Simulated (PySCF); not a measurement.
## Running PySCF for H3Ti⁺

Input:

```python
from pyscf import gto, scf

mol = gto.M(
    atom='Ti 0 0 -0.0762; H 1.0659 0 1.2094; H -0.5329 0.9231 1.2094; H -0.5329 -0.9231 1.2094',
    basis='6-31g*',
    charge=1,
    spin=0,
    verbose=4,
)
mf = scf.RHF(mol)
mf = mf.density_fit(auxbasis='def2-universal-jkfit')
mf.kernel()
mf.stability(internal=True, external=True)
mf.dip_moment()
print('orbital energies (hartree):', mf.mo_energy[..., max(0, mol.nelec[1]-3):mol.nelec[0]+3].round(4))
```

```bash
$ python input.py
```

The log (some set-up lines and the per-cycle HOMO/LUMO lines with their warnings removed):

```
PySCF version 2.14.0

[INPUT] verbose = 4
[INPUT] num. atoms = 4
[INPUT] num. electrons = 24
[INPUT] charge = 1
[INPUT] spin (= nelec alpha-beta = 2S) = 0
[INPUT] symmetry False subgroup None
[INPUT] Mole.unit = angstrom
[INPUT] Symbol           X                Y                Z      unit          X                Y                Z       unit  Magmom
[INPUT]  1 Ti     0.000000000000   0.000000000000  -0.076200000000 AA    0.000000000000   0.000000000000  -0.143997130692 Bohr   0.0
[INPUT]  2 H      1.065900000000   0.000000000000   1.209400000000 AA    2.014259076174   0.000000000000   2.285434775049 Bohr   0.0
[INPUT]  3 H     -0.532900000000   0.923100000000   1.209400000000 AA   -1.007035051781   1.744406185586   2.285434775049 Bohr   0.0
[INPUT]  4 H     -0.532900000000  -0.923100000000   1.209400000000 AA   -1.007035051781  -1.744406185586   2.285434775049 Bohr   0.0

nuclear repulsion = 21.7735757548882
number of shells = 18
number of NR pGTOs = 109
number of NR cGTOs = 40
basis = 6-31g*
ecp = {}

******** <class 'pyscf.df.df_jk.DFRHF'> ********
method = DFRHF
initial guess = minao
damping factor = 0
level_shift factor = 0
DIIS = <class 'pyscf.scf.diis.CDIIS'>
diis_start_cycle = 1
diis_space = 8
diis_damp = 0
SCF conv_tol = 1e-09
SCF conv_tol_grad = None
SCF max_cycles = 50
direct_scf = False
Set gradient conv threshold to 3.16228e-05
Initial guess from minao.
******** <class 'pyscf.df.df.DF'> ********
auxbasis = def2-universal-jkfit
init E= -849.256686357025
cycle= 1 E= -849.275056362673  delta_E= -0.0184  |g|= 0.768  |ddm|= 1.86
cycle= 2 E= -849.330034208267  delta_E= -0.055  |g|= 1.05  |ddm|=  2.1
cycle= 3 E= -849.646278228194  delta_E= -0.316  |g|= 0.143  |ddm|= 0.865
cycle= 4 E= -849.65439051472  delta_E= -0.00811  |g|= 0.0301  |ddm|= 0.213
cycle= 5 E= -849.655326104324  delta_E= -0.000936  |g|= 0.00998  |ddm|= 0.0887
cycle= 6 E= -849.655468866966  delta_E= -0.000143  |g|= 0.00448  |ddm|= 0.0348
cycle= 7 E= -849.655505576598  delta_E= -3.67e-05  |g|= 0.00271  |ddm|= 0.0121
cycle= 8 E= -849.655529276253  delta_E= -2.37e-05  |g|= 0.000862  |ddm|= 0.0142
cycle= 9 E= -849.655530873421  delta_E= -1.6e-06  |g|= 9.48e-05  |ddm|= 0.00448
cycle= 10 E= -849.655530882428  delta_E= -9.01e-09  |g|= 1.8e-05  |ddm|= 0.000264
cycle= 11 E= -849.655530882728  delta_E= -2.99e-10  |g|= 4.82e-06  |ddm|= 4.78e-05
Extra cycle  E= -849.655530882749  delta_E= -2.06e-11  |g|= 2.58e-06  |ddm|= 7.78e-06
converged SCF energy = -849.655530882749
rhf_internal: lowest eigs of H = [0.38779275 0.42454077 0.42456781]
<class 'pyscf.df.df_jk.DFRHF'> wavefunction is stable in the internal stability analysis
rhf_real2complex: lowest eigs of H = [0.08418273 0.08530849 0.08531988]
<class 'pyscf.df.df_jk.DFRHF'> wavefunction is stable in the real -> complex stability analysis
rhf_external: lowest eigs of H = [-0.07732316 -0.02008846 -0.02006971]
<class 'pyscf.df.df_jk.DFRHF'> wavefunction has an RHF/RKS -> UHF/UKS instability

WARN: System has nonzero charge 1; the dipole moment is origin-dependent.
Location of origin: [0. 0. 0.]

Dipole moment(X, Y, Z, Debye): -0.00002,  0.00000, -4.62847
orbital energies (hartree): [-0.6963 -0.6316 -0.6316 -0.2026 -0.1684 -0.1684]
```

In short: E(SCF) = -849.655531 Eh, 11 cycles, internal stable; real -> complex stable; RHF/RKS -> UHF/UKS unstable.

Wall time 3.8 s on one thread of a shared host.

The stability test finds a lower solution, so these numbers belong to a saddle point. The dipole of an ion depends on the origin.
